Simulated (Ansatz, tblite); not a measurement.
Removing and adding an electron: Li3N. Total charge 0; singlet. Geometry: PBE0-D4/def2-TZVP. Ansatz, gas phase; energy differences of separate SCF runs; the oxidised species was run as a doublet alone; the reduced species was run as a doublet alone.

```
atom   x (Å)   y (Å)   z (Å)
 Li1   0.210  -0.148   1.699
 Li2   0.012  -1.403  -0.993
 Li3  -0.238   1.549  -0.705
  N4   0.016   0.001  -0.002
```

The xTB rows come from tblite. Correlated methods freeze 1 core orbital; core or outer-core shells of Li are correlated, in sets that lack core-valence functions. The structure comes from a short search, and lower isomers may exist.

| level | −HOMO (eV) | vertical IE (eV) | −LUMO (eV) | vertical EA (eV) | HOMO–LUMO gap (eV) | IE − EA (eV) | remarks |
| --- | --- | --- | --- | --- | --- | --- | --- |
| GFN1-xTB | 9.91 | 12.51 | 7.30 | 5.25 | 2.61 | 7.27 | – |
| GFN2-xTB | 6.31 | 9.79 | 5.12 | 2.17 | 1.19 | 7.62 | – |
| PBE-D4/def2-TZVP | 2.36 | 4.87 | 1.28 | – | 1.08 | – | – |
| PBE-D4/def2-TZVPD | 2.40 | – | 1.33 | 0.22 | 1.08 | – | HOMO above zero (-1 doublet) |
| r2SCAN-D4/def2-TZVP | 2.39 | 4.51 | 0.93 | – | 1.47 | – | – |
| r2SCAN-D4/def2-TZVPD | 2.42 | – | 0.96 | 0.19 | 1.46 | – | HOMO above zero (-1 doublet), spin-contaminated (⟨S²⟩ 0.90) (-1 doublet) |
| PBE0-D4/def2-TZVP | 3.11 | 4.44 | 0.72 | – | 2.39 | – | – |
| PBE0-D4/def2-TZVPD | 3.13 | – | 0.79 | 0.09 | 2.34 | – | HOMO above zero (-1 doublet), spin-contaminated (⟨S²⟩ 0.83) (-1 doublet) |
| MP2/def2-TZVPP | – | 4.98 | – | – | – | – | restricted SCF unstable (singlet) |
| CCSD/def2-TZVPP | – | 4.30 | – | – | – | – | large T1 (0.032) (singlet), restricted SCF unstable (singlet) |
| CCSD(T)/def2-TZVPP | – | 4.59 | – | – | – | – | large T1 (0.032) (singlet), restricted SCF unstable (singlet) |

Run but left out: HF/def2-TZVPP (singlet: restricted singlet, unstable towards broken spin symmetry); HF/def2-TZVPD, MP2/def2-TZVPD, CCSD/def2-TZVPD, CCSD(T)/def2-TZVPD (flagged by the program: lower state).   A HOMO above zero means that the electron is unbound at that level or that self-interaction error raises the level; the energy of removing that electron tells which. Raw xTB energy differences between charge states are shifted by several eV; the methods need an empirical correction for them.
